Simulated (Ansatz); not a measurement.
Two isomers of C2H5FOSi: A = `C=CO[SiH2]F`, B = `C=C(F)O[SiH3]`.

Isolated molecules relaxed with PBE0-D4/def2-TZVP in Ansatz; ΔE leaves out vibrations. CCSD(T)/CBS is the MP2 limit (def2-TZVPP, def2-QZVPP) plus CCSD(T) − MP2 in def2-TZVPP, frozen cores. DFT in def2-TZVPP. B3LYP here is the variant with VWN-RPA as its local correlation; programs differ in this. One conformer a species, not always the lowest.

A:

```xyz
10

C     1.6101    0.9364    0.9759
C     0.8197    0.3631    0.0852
O    -0.3121   -0.3044    0.4369
Si   -1.4749   -0.8528   -0.5727
F    -2.4664    0.3277   -0.9710
H     1.3810    0.9099    2.0335
H     2.5053    1.4442    0.6463
H     1.0387    0.3824   -0.9813
H    -2.2375   -1.8650    0.1771
H    -0.8638   -1.3414   -1.8299
```

B:

```xyz
10

C    -0.7606   -1.8972    0.6094
C    -0.4822   -0.6259    0.3847
F    -1.1983    0.3567    0.9550
O     0.4829   -0.1517   -0.3872
Si    0.8340    1.4590   -0.6672
H    -1.5775   -2.1615    1.2621
H    -0.1668   -2.6638    0.1367
H     1.9874    1.4053   -1.5896
H     1.2000    2.1390    0.5975
H    -0.3188    2.1402   -1.3014
```

(1) Which is lower in electronic energy at CCSD(T)/CBS, and by how much? (Estimate.)

(2) Give E(B) − E(A) in kJ/mol with MP2/def2-TZVPP, CCSD/def2-TZVPP, B3LYP, B2PLYP, HF/def2-TZVPP, B3LYP-D4, ωB97M-V. (An estimate is asked.)

Largest T1 diagnostic: 0.012.

Answers

(1) Ansatz gave: A, by 207.9 kJ/mol.

(2) Computed: MP2/def2-TZVPP 209.0, CCSD/def2-TZVPP 203.2, B3LYP 195.5, B2PLYP 201.6, HF/def2-TZVPP 203.8, B3LYP-D4 195.0, ωB97M-V 194.1. None reverses the order clearly.

From PBE to PBE0 (25 % exact exchange), in def2-TZVPP and without D4, E(B) − E(A) moves by +5.3 kJ/mol.
